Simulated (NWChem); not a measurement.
Species: SnNH5; SMILES [NH2][SnH3]

Results from NWChem. Structure relaxed at the PBE0/def2-SVP level. def2 effective core potentials on Sn; no spin-orbit coupling. Level r2SCAN/def2-SVP: energy and gradient on several grids; changes count from the extra-fine grid, which is no exact limit either.

```csv
grid,size of the energy change (μHa),largest change of a gradient component (μHa/bohr),"time, medium = 1 (rough)"
xcoarse,4000,20000,about 1
coarse,100,500,about 1
medium,50,300,about 1
fine,< 10,50,about 1
xfine,< 10,< 30,2
```
